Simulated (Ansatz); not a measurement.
Cost and result up the ladder for Nb₃H₃Se₉ (15 atoms). The state is a singlet with charge 0. Geometry: PBE-D4/def2-SVP.

| atom | x (Å) | y (Å) | z (Å) |
| --- | --- | --- | --- |
| Nb1 | -1.2043 | 0.5506 | 0.9586 |
| Nb2 | 0.4040 | -1.6723 | 0.1142 |
| Nb3 | 0.8190 | 1.1888 | -1.5512 |
| Se4 | -2.4531 | 1.1478 | 3.0430 |
| Se5 | -1.5217 | 1.8728 | -1.2369 |
| Se6 | 1.1239 | 2.0492 | 0.8355 |
| Se7 | -2.0613 | -1.4883 | -0.1938 |
| Se8 | 0.3535 | -0.7892 | 2.4535 |
| Se9 | 0.7837 | -1.1430 | -2.3897 |
| Se10 | 2.5140 | 0.1989 | 0.0675 |
| Se11 | 0.6248 | -4.1017 | 0.7066 |
| Se12 | 1.5803 | 2.7606 | -3.3434 |
| H13 | -3.4405 | 1.8605 | 2.1650 |
| H14 | -0.2197 | -4.2231 | 1.9229 |
| H15 | 2.6974 | 1.7884 | -3.5517 |

Ansatz on 2 threads of AMD EPYC 7R13 on a shared host and a share (18 GiB) of an NVIDIA H100 80GB HBM3. Times are rough, and most runs start from the orbitals of an earlier one. No level here is sound enough to serve as a yardstick. Binding counts from free atoms at the same level (Nb sextet, Se triplet, H doublet; other spins of the atoms weren't run), without zero-point energy or a counterpoise term.

In the def2 sets Nb takes a core potential; there is no spin–orbit coupling. Single mean-field runs in def2-TZVP are fitted with def2-universal-jkfit.

Run but left out: PBE-QIDH/def2-TZVP (restricted singlet, unstable in another Hartree–Fock run and untested here); MP2/def2-SVP (restricted singlet, unstable towards broken spin symmetry).

```json
{"level": "PBE0-D4/def2-SVP", "functions": "396", "wall time": "9 s", "binding energy per atom (eV)": "3.62", "remarks": "restricted SCF unstable in HF"}
{"level": "PBE-D4/def2-SVP", "functions": "396", "wall time": "11 s", "binding energy per atom (eV)": "3.89", "remarks": "–"}
{"level": "PBE-D4/def2-TZVP", "functions": "570", "wall time": "15 s", "binding energy per atom (eV)": "3.86", "remarks": "restricted SCF unstable in HF"}
{"level": "r2SCAN-D4/def2-TZVP (with forces)", "functions": "570", "wall time": "17 s", "binding energy per atom (eV)": "3.67", "remarks": "restricted SCF unstable in HF"}
{"level": "r2SCAN0-D4/def2-TZVP", "functions": "570", "wall time": "24 s", "binding energy per atom (eV)": "3.46", "remarks": "restricted SCF unstable in HF"}
{"level": "PBE0-D4/def2-TZVP (with forces)", "functions": "570", "wall time": "29 s", "binding energy per atom (eV)": "3.61", "remarks": "restricted SCF unstable in HF"}
{"level": "BLYP-D4/def2-TZVP", "functions": "570", "wall time": "46 s", "binding energy per atom (eV)": "3.74", "remarks": "restricted SCF unstable in HF"}
```
